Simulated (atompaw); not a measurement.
# Before and after: PAW (atompaw) potential for Hg

* Element: mercury (Hg)
* Generator: atompaw 4.2.0.5
* Type: PAW
* Functional: PBEsol
* Relativity: scalar-relativistic
* Frozen core: [Xe] 4f14
* Valence charge: 12
* Reference configuration: 5d10 6s2 6p0
* Partial waves: 6s (bound): rc 2.70 bohr; 6s channel at 2.35 Ry: rc 2.70 bohr; 6p (bound, empty): rc 2.70 bohr; 6p channel at 1 Ry: rc 2.70 bohr; 5d (bound): rc 2.70 bohr; 5d channel at 1.05 Ry: rc 1.30 bohr
* Local potential: bessel scheme, radius 2.65 bohr
* Core correction: smooth core density matched at 1.60 bohr
* Augmentation charge: besselshape compensation charge, radius 2.25 bohr; PAW radius 2.70 bohr; waves and projectors: custom rrkj gramschmidtortho

All-electron outer shells of the reference configuration (PBEsol, scalar-relativistic, ld1.x):

```json
{"shell": "4f", "level (eV)": "-95.96", "outermost node (bohr)": "–", "outermost maximum (bohr)": "0.37"}
{"shell": "5p", "level (eV)": "-66.53", "outermost node (bohr)": "0.51", "outermost maximum (bohr)": "0.93"}
{"shell": "5d", "level (eV)": "-9.88", "outermost node (bohr)": "0.55", "outermost maximum (bohr)": "1.17"}
{"shell": "6s", "level (eV)": "-6.87", "outermost node (bohr)": "1.08", "outermost maximum (bohr)": "2.21"}
{"shell": "6p", "level (eV)": "-0.99", "outermost node (bohr)": "1.28", "outermost maximum (bohr)": "3.26"}
```

Change: all radii scaled by about 0.85 (s 2.30, p 2.30, d 2.30 bohr); local potential bessel scheme, radius 2.26 bohr; augmentation besselshape compensation charge, radius 1.92 bohr; PAW radius 2.30 bohr; waves and projectors: custom rrkj gramschmidtortho; core correction smooth core density matched at 1.36 bohr.

Cutoffs: the cutoffs (Ry, on a coarse ladder) from which the occupation-weighted sum of valence levels, in a spherical-Bessel basis at the reference potential, stays within 10 and 1 mRy of its value at 400 Ry; they do not see the model core or the augmentation charge, which bear on the density cutoff.

**Question.** What does the change do?

**Answer.** The potential gets harder (15 Ry and 25 Ry → 21 Ry and 35 Ry); neither file shows a bound ghost. A smaller radius makes the pseudo-wave follow the all-electron one further in, where it bends more sharply, so more plane waves are needed.

```tsv
quantity	base	changed
cutoff, loose	15 Ry	21 Ry
cutoff, tight	25 Ry	35 Ry
loose cutoff by channel (10 mRy a level)	s 6 Ry, d 12 Ry	s 6 Ry, d 18 Ry
bound ghosts	none	none
lowest overlap eigenvalue by channel	s 0.59, p 0.56, d 0.29	s 0.48, p 0.60, d 0.20
```

 The cutoffs see the waves, projectors and local potential, not the compensation charge or the core.
